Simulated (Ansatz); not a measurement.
Coupled-cluster run, C6H18HfIN3 (`C[N](C)[Hf]([I])([N](C)C)[N](C)C`).

```yaml
crystal:
  periodic: [false, false, false]
  atoms:
    - {symbol: C, position_ang: [0.074696, 1.131389, 2.617411]}
    - {symbol: N, position_ang: [0.231898, 1.440106, 1.216649]}
    - {symbol: C, position_ang: [0.979887, 2.664375, 1.011650]}
    - {symbol: Hf, position_ang: [-0.467500, 0.479928, -0.430582]}
    - {symbol: I, position_ang: [-2.100489, 2.156152, -1.935148]}
    - {symbol: N, position_ang: [-1.490089, -1.163129, 0.185277]}
    - {symbol: C, position_ang: [-1.245647, -2.563844, -0.060529]}
    - {symbol: C, position_ang: [-2.693527, -0.951093, 0.964423]}
    - {symbol: N, position_ang: [1.128356, -0.143794, -1.520901]}
    - {symbol: C, position_ang: [2.542808, 0.025126, -1.290904]}
    - {symbol: C, position_ang: [0.860126, -0.837956, -2.764496]}
    - {symbol: H, position_ang: [-0.491401, 0.206630, 2.746979]}
    - {symbol: H, position_ang: [-0.455031, 1.933710, 3.150989]}
    - {symbol: H, position_ang: [1.048430, 0.999368, 3.110691]}
    - {symbol: H, position_ang: [1.077858, 2.893794, -0.057071]}
    - {symbol: H, position_ang: [0.483685, 3.525770, 1.479049]}
    - {symbol: H, position_ang: [1.995375, 2.592917, 1.426961]}
    - {symbol: H, position_ang: [-0.334640, -2.698855, -0.647298]}
    - {symbol: H, position_ang: [-2.077326, -3.029152, -0.609071]}
    - {symbol: H, position_ang: [-1.123327, -3.120459, 0.879774]}
    - {symbol: H, position_ang: [-2.874175, 0.118649, 1.130017]}
    - {symbol: H, position_ang: [-3.581627, -1.349834, 0.455453]}
    - {symbol: H, position_ang: [-2.626325, -1.429943, 1.951846]}
    - {symbol: H, position_ang: [3.017310, 0.603055, -2.097093]}
    - {symbol: H, position_ang: [3.058788, -0.944328, -1.237508]}
    - {symbol: H, position_ang: [2.720325, 0.548143, -0.348885]}
    - {symbol: H, position_ang: [1.264583, -0.293261, -3.628477]}
    - {symbol: H, position_ang: [-0.219014, -0.946135, -2.932292]}
    - {symbol: H, position_ang: [1.296002, -1.847308, -2.766936]}
basis:
  gaussian: {orbitals: def2-SVP}
correlation: {method: ccsd_t}
```

```sh
$ ansatz run in.yaml --threads 11 --pin off --events-out ev --progress --plain --max-ram 120832MiB --backend cuda --devices 0, --max-vram 75GiB
```

The program prints (abridged):

```
Functional definition: HF
2893 factors; integrals over basis functions are off by at most 1.5e-3 eV
mean field evaluation 1: about -20264.8301 eV, gradient 5.3e1 eV
mean field evaluation 2: about -20265.2196 eV, gradient 5.3e1 eV
mean field evaluation 4: about -20272.7350 eV, gradient 7.1e0 eV
mean field evaluation 8: about -20272.8999 eV, gradient 9.9e-2 eV
mean field -20272.89996399 eV, -745.0153322113 hartree, gradient 1.2e-6 eV, S^2 0.000000; 0 other end points of the search recorded, 0 dependent functions left out
13 core orbitals not correlated: weight in the atoms' cores, before any rotation towards them, 1.000 or more for the frozen orbitals, at most 0.000 for the correlated occupied ones
reference -20272.89996399 eV, -745.0153322113 hartree; 43, 43 occupied and 218, 218 virtual orbitals, 2893 factors
second order -47.37751831 eV of doubles, -0.00000000 eV of singles
cycle   1  -48.58374527 eV  change    -1.2e0 eV  update   1.9e-1
cycle   2  -49.81136242 eV  change    -1.2e0 eV  update   6.6e-2
cycle   3  -50.24385057 eV  change   -4.3e-1 eV  update   3.9e-2
cycle   4  -50.24835307 eV  change   -4.5e-3 eV  update   1.1e-2
cycle   5  -50.24000796 eV  change    8.3e-3 eV  update   5.4e-3
cycle   6  -50.24126750 eV  change   -1.3e-3 eV  update   1.9e-3
cycle   7  -50.24033480 eV  change    9.3e-4 eV  update   7.6e-4
cycle   8  -50.24026342 eV  change    7.1e-5 eV  update   2.0e-4
cycle   9  -50.24037257 eV  change   -1.1e-4 eV  update   9.5e-5
cycle  10  -50.24033917 eV  change    3.3e-5 eV  update   3.0e-5
perturbative correction -1.67848017 eV, -0.0616830084 hartree
Total energy: -20324.81878332 eV, -746.9233136302 hartree
```

Hardware: 11 threads of an AMD EPYC 7R13 on a shared host and a whole NVIDIA H100 80 GB. Wall time 8.5 s, peak host memory 2 GiB.

MP2 recovers 91.3 % of the CCSD(T) correlation energy and the triples give 3.2 %; T1 = 0.0141.
